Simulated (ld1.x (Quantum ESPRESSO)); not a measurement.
# Transferability test, TM potential for zinc

```json
{
  "Element": "Zn",
  "Generator": "ld1.x (Quantum ESPRESSO) 7.5",
  "Type": "norm-conserving Troullier–Martins (Kleinman–Bylander form)",
  "Functional": "PBEsol",
  "Relativity": "fully relativistic",
  "Frozen core": "[Ar]",
  "Valence charge": "12",
  "Reference configuration": "3d10 4s0 4p0 (charge +2)",
  "Partial waves": "4s (bound, empty): rc 1.95 bohr; 4p (bound, empty): rc 2.05 bohr; 3d (bound): rc 0.85 bohr",
  "Local potential": "the d channel",
  "Core correction": "none"
}
```

Open shells are filled in proportion to 2j + 1 (rel_dist='average').

Energies are relative to the spin-unpolarised reference configuration 3d10 4s0 4p0; without spin polarisation the order of configurations can differ from experiment. The d channel is local and has no spin–orbit splitting in the pseudo-atom.

Q: Give the all-electron excitation energy and the error of the potential for: 3d10 4s2 4p0; 3d10 4s1 4p0; 3d9 4s0 4p0; 3d10 4s0 4p2; 3d9 4s2 4p1; 3d10 4s0 4p1; 3d10 4s1.5 4p0.

A:

```
valence configuration  charge  ΔE all-electron (eV)  error AE − PS (meV)
         3d10 4s2 4p0       0               -28.248                  +57
         3d10 4s1 4p0      +1               -18.349                  +24
          3d9 4s0 4p0      +3                40.509                 -114
         3d10 4s0 4p2       0               -17.647                  +30
          3d9 4s2 4p1       0               -15.967                 -294
         3d10 4s0 4p1      +1               -11.992                  +15
       3d10 4s1.5 4p0    +0.5               -24.298                  +42
```

ld1.x printed “convergence not achieved” for 4 of the counted tests; their residual had stalled under 1e-8, short of the target of 1e-14.

Note: ghost states, extra bound levels that the all-electron valence spectrum of the same l lacks: s at -619.6 eV, p3/2 at -278.3 eV, p1/2 at -275.6 eV. A true bound ghost makes a file unfit for plane-wave use.
